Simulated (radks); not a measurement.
Question: Radial electron density D(r) = 4 pi r^2 rho(r) of an atom or ion with 35 electrons. Calculated with a radial shooting solver on a logarithmic mesh with Libxc functionals: scalar-relativistic Kohn-Sham, PBE, spin-unpolarised, spherical densities, point nucleus.

```
   r/bohr * D(r) (the largest magnitude, 51.6, reaches the edge; | marks zero)
  0.00226 | *
 0.002631 |  *
 0.003063 |   *
 0.003566 |    *
 0.004151 |     *
 0.004833 |       *
 0.005626 |         *
 0.006549 |           *
 0.007686 |              *
 0.008947 |                  *
  0.01042 |                      *
  0.01213 |                          *
  0.01412 |                              *
  0.01643 |                                   *
  0.01913 |                                       *
  0.02227 |                                          *
  0.02593 |                                             *
  0.03019 |                                             *
  0.03514 |                                            *
  0.04091 |                                          *
  0.04763 |                                        *
  0.05544 |                                      *
  0.06455 |                                     *
  0.07514 |                                       *
  0.08748 |                                           *
   0.1018 |                                                *
   0.1186 |                                                     *
    0.138 |                                                      *
   0.1607 |                                                   *
   0.1886 |                                           *
   0.2195 |                                   *
   0.2555 |                              *
   0.2975 |                             *
   0.3463 |                                *
   0.4032 |                                   *
   0.4694 |                                    *
   0.5464 |                                *
   0.6361 |                         *
   0.7405 |                 *
   0.8621 |           *
    1.004 |       *
    1.168 |     *
     1.36 |     *
    1.583 |    *
    1.843 |   *
    2.146 |  *
    2.498 | *
    2.908 |*
    3.386 |*
    3.942 *
    4.626 *
    5.385 *
    6.269 *
    7.298 *
    8.496 *
    9.891 *
    11.51 *
     13.4 *
    15.61 *
    18.17 *
```

What is the nuclear charge?

Answer: Z = 35. The innermost maximum, from 1s, lies near gamma/Z bohr with gamma = sqrt(1 - (Z/c)^2) = 0.967, here 0.0276 bohr (found: 0.0299), and its height grows with Z. The density is that of neutral bromine in [Ar] 3d9.5 4s2 4p5 5s0.5; the configuration itself is not fixed sharply by these data, and Z only to about a unit. D(r) has 3 maxima, at r = 0.0299, 0.134, 0.447 bohr, and minima at 0.0620, 0.286 bohr, inside which lie 2.06, 11.02 electrons.
